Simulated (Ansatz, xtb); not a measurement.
## Two isomers of C6H5BO

Structure a: `Bc1ccoc1C#C`, a singlet. Structure b: `Bc1ccc(C#C)o1`, a singlet. Both are isolated molecules in the gas phase, relaxed with B3LYP/def2-SVP; the shapes shown needn't be the lowest conformers.

a (Å):

```json
{"atom": "C", "x (Å)": "-1.2324", "y (Å)": "-1.4365", "z (Å)": "-0.1364"}
{"atom": "C", "x (Å)": "-1.7186", "y (Å)": "-1.6163", "z (Å)": "1.2130"}
{"atom": "C", "x (Å)": "-1.0266", "y (Å)": "-0.7563", "z (Å)": "2.0079"}
{"atom": "C", "x (Å)": "-0.2542", "y (Å)": "-0.4448", "z (Å)": "-0.0196"}
{"atom": "C", "x (Å)": "0.5871", "y (Å)": "0.1733", "z (Å)": "-0.9753"}
{"atom": "C", "x (Å)": "1.3080", "y (Å)": "0.7033", "z (Å)": "-1.7962"}
{"atom": "B", "x (Å)": "-1.6647", "y (Å)": "-2.1485", "z (Å)": "-1.4186"}
{"atom": "O", "x (Å)": "-0.1345", "y (Å)": "-0.0404", "z (Å)": "1.2672"}
{"atom": "H", "x (Å)": "-2.5283", "y (Å)": "-2.9912", "z (Å)": "-1.3797"}
{"atom": "H", "x (Å)": "-1.1487", "y (Å)": "-1.8747", "z (Å)": "-2.4728"}
{"atom": "H", "x (Å)": "-2.4939", "y (Å)": "-2.3115", "z (Å)": "1.5290"}
{"atom": "H", "x (Å)": "-1.0404", "y (Å)": "-0.5334", "z (Å)": "3.0716"}
{"atom": "H", "x (Å)": "1.9450", "y (Å)": "1.1697", "z (Å)": "-2.5245"}
```

b (Å):

```xyz
13

C    -1.7178   -1.6812   -0.3376
C    -1.1529   -2.0014    0.8940
C    -0.0464   -1.1515    1.0998
C     0.0162   -0.3415   -0.0266
C     0.9168    0.6955   -0.3748
C     1.6980    1.5812   -0.6560
B    -2.9110   -2.2438   -1.0880
O    -0.9737   -0.6522   -0.8826
H    -3.2266   -1.8054   -2.1637
H    -3.5352   -3.1412   -0.5797
H    -1.5204   -2.7775    1.5633
H     0.6324   -1.1137    1.9484
H     2.3870    2.3657   -0.9091
```

Energies in hartree; the thermal terms are from GFN2-xTB frequencies at re-optimised GFN2-xTB minima (ideal gas, soft modes damped towards free rotors, one conformer each, 298.15 K, 1 atm) and include the zero-point energy:

|  | a | b |
| --- | --- | --- |
| E, CCSD(T)/def2-SVP | −330.425002 | −330.428418 |
| E, MP2/def2-SVP | −330.338358 | −330.342328 |
| E, MP2/def2-TZVPP | −330.933812 | −330.938212 |
| zero-point energy | 0.087444 | 0.087611 |
| H(298 K) − E | 0.096045 | 0.096148 |
| G(298 K) − E | 0.055824 | 0.056057 |

Q: Correct the CCSD(T) difference for the basis set by the MP2 change, then work out ΔE, ΔE₀, ΔH and ΔG for a → b in kJ/mol (1 Eh = 2625.50 kJ/mol) and the equilibrium ratio [b]/[a].

A: 1. Differences b − a: CCSD(T) −0.003416, MP2 in the small set −0.003970, MP2 in the large set −0.004400 Eh.
2. ΔE = −0.003416 + (−0.004400 − (−0.003970)) = −0.003846 Eh = −10.10 kJ/mol.
3. ΔE₀ = ΔE + ΔZPE = −0.003846 + (+0.000167) Eh = −9.66 kJ/mol.
4. ΔH = ΔE + (+0.000103) Eh = −9.83 kJ/mol.
5. ΔG = ΔE + (+0.000233) Eh = −9.49 kJ/mol, so ΔS = (ΔH − ΔG)/T = −1.1 J/(mol K).
6. kT = 0.9442 mEh, so K = [b]/[a] = exp(−ΔG/kT) = exp(+3.83) ≈ 46.

Structure b is favoured at this temperature. An error of 4 kJ/mol in ΔG would change K by a factor of 5. Mirror images and further conformers aren't counted.

As drawn, both hold the same kinds of bond in the same numbers.

Other levels gave ΔE = −10.8 (GFN2-xTB); −9.0 (HF/STO-3G, GFN2-xTB geometries); −15.1 (r2SCAN-D4/def2-SVP, GFN2-xTB geometries); −15.3 (B3LYP/def2-SVP); −7.2 (HF/def2-SVP); −10.4 (MP2/def2-SVP); −9.0 (CCSD(T)/def2-SVP) kJ/mol. The correlated steps freeze 8 core orbitals. Programs: Ansatz 0.2.0, xtb 6.7.1.
